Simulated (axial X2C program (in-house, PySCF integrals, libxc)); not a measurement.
# Low determinants of SbF⁺ at the PBE0 level, 2c

Computed with an in-house relativistic program for diatomic molecules. Two-component (2c) means X2C with spin–orbit coupling and atomic mean-field two-electron Coulomb and Gaunt terms. Basis: Sb dyall-cv3z [11s12p8d4f1g], F dyall-av3z [7s6p3d2f] (cores contracted in-house); Gaussian nuclei, density fitting, unrestricted open shells. Masses: Sb 120.904 u, F 18.998 u.

Search at 1.857 Å (vertical energies from the lowest determinant):

```
ΔE (eV)    state  electrons beyond evenly filled partner blocks  electrons in ±ω = 1/2, 3/2, 5/2, 7/2
   0.00  Ω = 1/2                                        ω = 1/2                             39 16 4 0
   0.48  Ω = 3/2                                        ω = 3/2                             38 17 4 0
   5.49  Ω = 1/2                          2 × ω = -1/2, ω = 3/2                             38 17 4 0
   6.03  Ω = 5/2                           2 × ω = 1/2, ω = 3/2                             38 17 4 0
   6.09  Ω = 5/2                          ω = -1/2, 2 × ω = 3/2                             39 16 4 0
   6.58  Ω = 3/2                                        ω = 3/2                             40 15 4 0
```

Lowest determinant, Ω = 1/2 (⟨Sz⟩ = -0.49, ⟨Lz⟩ = 0.99 at PBE0): Re = 1.851 Å, ωe = 719.3 cm⁻¹.

The determinant in row 2 of the search, Ω = 3/2 (⟨Sz⟩ = 0.50, ⟨Lz⟩ = 1.00 at PBE0), was followed along the bond at PBE0; measured from the minimum of the lowest determinant it gives:

Te = 0.474 eV (3825 cm⁻¹), Re = 1.848 Å, ωe = 723.1 cm⁻¹.

Q: Compare the bond of the determinant in row 2 with that of the lowest one.

A: At PBE0 its Re is 0.003 Å shorter and its force constant, which goes as ωe², is 1.01 times that of the lowest determinant. T0 ≈ Te + Δωe/2 = 3825 + (2) = 3827 cm⁻¹.

The search compares states at one distance, so a state with another bond length can lie lower; it is not exhaustive and yields mostly the lowest determinant of each block pattern, so other components and higher states of one pattern are missing. These are energies of single determinants, not of spin-adapted states; PBE0 term energies can be off by some tenths of an eV, and the functional has no current term.
